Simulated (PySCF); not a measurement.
A calculated (B3LYP, PySCF 2.14, Sapporo-DKH3-DZP-2012, the spin-free X2C one-electron Hamiltonian (Gaussian nucleus)) atom or ion has these occupied shells.

| shell | electrons | orbital energy (eV) | rms radius, mean of both spins (bohr) |
| --- | --- | --- | --- |
| 1s α | 1 | -5909.5 | 0.0734 |
| 1s β | 1 | -5909.4 | 0.0734 |
| 2s α | 1 | -677.71 | 0.318 |
| 2s β | 1 | -675.97 | 0.318 |
| 2p α | 3 | -569.13 | 0.288 |
| 2p β | 3 | -567.67 | 0.288 |
| 3s α | 1 | -78.596 | 0.972 |
| 3s β | 1 | -73.449 | 0.972 |
| 3p α | 3 | -49.078 | 1.06 |
| 3p β | 3 | -43.650 | 1.06 |
| 4s α | 1 | -4.727 | 3.64 |
| 3d α | 5 | -4.703 | 1.67 |

Question: Name the element and its charge.

Answer: Cr (chromium, neutral), in [Ar] 3d5 4s1, high-spin 7S determinant.
